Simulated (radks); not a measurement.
The numbers below are computed, except where a source is named.
The mean radii <r> (bohr) of the occupied orbitals of an atom or ion are listed with their occupations. Code: a radial shooting solver on a logarithmic mesh with Libxc functionals. Model: scalar-relativistic Kohn-Sham, PBE, spin-polarised, spherical densities, finite nucleus; Fermi nuclear charge, rms radius of each element as measured or else 0.836 A^(1/3) + 0.57 fm.

| orbital | occ. | <r> |
|---|---|---|
| 1s down | 1 | 0.03428 |
| 1s up | 1 | 0.03428 |
| 2s up | 1 | 0.1496 |
| 2s down | 1 | 0.1496 |
| 2p up | 3 | 0.1304 |
| 2p down | 3 | 0.1304 |
| 3s up | 1 | 0.4154 |
| 3s down | 1 | 0.4154 |
| 3p up | 3 | 0.4164 |
| 3p down | 3 | 0.4163 |
| 3d up | 5 | 0.3991 |
| 3d down | 5 | 0.3990 |
| 4s up | 1 | 1.061 |
| 4s down | 1 | 1.054 |
| 4p up | 3 | 1.176 |
| 4p down | 3 | 1.170 |
| 4d up | 5 | 1.693 |
| 5s up | 1 | 3.206 |
| 5s down | 1 | 3.515 |

Name the element and its charge. Open shells, if any, are filled with parallel spins first.

Answer. Z = 43, technetium, charge 0: Tc in [Kr] 4d5 5s2. The 1s radius gives Z: for a bare nucleus <r> = (2 gamma + 1)/(2Z) with gamma = sqrt(1 - (Z/c)^2), 0.03371 bohr for Z = 43, and screening makes it slightly larger (0.03428 here). The occupations add up to 43, and the charge is Z minus that.
